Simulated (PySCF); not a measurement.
## SiPb⁺ from Hartree–Fock to correlated methods

State: ⁴Σ⁻ (quartet), unpaired electrons σ ↑, π ↑↑. Set-up: basis Si def2-SVPD, Pb def2-SVPD with ECP60; scalar-relativistic core potentials; PySCF 2.14. De refers to Si + Pb⁺ in their high-spin ground configurations, without counterpoise correction. The functionals are run spin-unrestricted. A positive dipole points towards Pb; it is taken about the centre of mass and depends on that origin.

```tsv
Level	Re (Å)	ωe (cm⁻¹)	De (eV)	μ (D)
UHF	2.622	301	n/a	-1.71
UHF-MP2	2.622	295	n/a	n/a
UHF-SCS-MP2	2.606	307	n/a	n/a
UHF-CCSD	2.645	280	n/a	n/a
UHF-CCSD(T)	2.657	271	n/a	n/a
PBE	2.669	263	n/a	-2.46
BLYP	2.712	244	n/a	-2.68
r²SCAN	2.640	277	n/a	-2.40
r²SCANh	2.628	283	n/a	-2.37
PBE0	2.627	285	n/a	-2.28
r²SCAN0	2.612	292	n/a	-2.34
ωB97X	2.586	313	n/a	-1.83
```

The bond length runs from 2.586 Å (ωB97X) to 2.712 Å (BLYP).

Correlated steps freeze 9 core orbitals. Spin–orbit coupling is left out, which matters for elements this heavy, above all for dissociation energies. The state is the lowest determinant that a PBE0 search found; another state may lie lower at other levels.

The whole job (state search and all levels along the bond) took about 1.8 min on 1 thread of Intel Xeon 6975P-C (shared host), peak memory 0.73 GiB.
